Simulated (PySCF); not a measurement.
## SbPb: frontier orbitals

PBE at R = 2.727 Å; basis Sb cc-pVDZ-PP with ECP28, Pb cc-pVDZ-PP with ECP60; scalar-relativistic core potentials; PySCF 2.14. State: ²Π (doublet), unpaired electrons π ↑. Only the outer orbitals are listed, counted within each symmetry, core potentials removing the inner ones.

| spin | orbital | occ. | ε (eV) | on Sb (%) | main shells (%) |
| --- | --- | --- | --- | --- | --- |
| α | 7σ | 1 | -13.62 | 54 | 52 Sb s, 43 Pb s |
| α | 8σ | 1 | -11.10 | 46 | 52 Pb s, 43 Sb s |
| α | 5π | 1 | -5.37 | 72 | 72 Sb p, 27 Pb p |
| α | 9σ | 1 | -5.18 | 57 | 55 Sb p, 39 Pb p |
| α | 5π | 1 | -4.80 | 67 | 67 Sb p, 32 Pb p |
| α | 6π | 0 | -3.18 | 28 | 72 Pb p, 27 Sb p |
| α | 6π | 0 | -2.76 | 32 | 67 Pb p, 32 Sb p |
| α | 10σ | 0 | -0.43 | 37 | 65 Pb p, 39 Sb p |
| β | 7σ | 1 | -13.29 | 46 | 51 Pb s, 44 Sb s |
| β | 8σ | 1 | -10.81 | 53 | 51 Sb s, 44 Pb s |
| β | 9σ | 1 | -4.98 | 55 | 53 Sb p, 42 Pb p |
| β | 5π | 1 | -4.59 | 59 | 59 Sb p, 40 Pb p |
| β | 5π | 0 | -4.53 | 57 | 56 Sb p, 43 Pb p |
| β | 6π | 0 | -2.66 | 40 | 59 Pb p, 40 Sb p |
| β | 6π | 0 | -2.63 | 43 | 56 Pb p, 42 Sb p |

Question: Which are the highest filled and the lowest empty level, where do they sit, and how wide is the gap?

Answer: Highest filled β 5π at -4.59 eV (in %: 59 Sb p, 40 Pb p); lowest empty β 5π at -4.53 eV (in %: 56 Sb p, 43 Pb p); the gap at PBE is 0.06 eV. Both belong to one degenerate shell, split only by its one-sided filling, so this is no excitation gap.

| Quantity | Value |
| --- | --- |
| bond order (Mayer) | 2.29 |
| ⟨S²⟩ | 0.758 |
| charge on Sb (Mulliken, basis-dependent) | -0.13 |
| charge on Sb (Löwdin, basis-dependent) | -0.10 |
| dipole moment (positive dipole means Sb(−)Pb(+)) | 1.70 D |
| polarisability along the bond | 155.1 bohr³ |
| polarisability across the bond | 46.6 bohr³ |

Spin–orbit coupling is left out, which matters for elements this heavy, above all for dissociation energies. The state was picked by a PBE0 search and need not be the measured ground state.
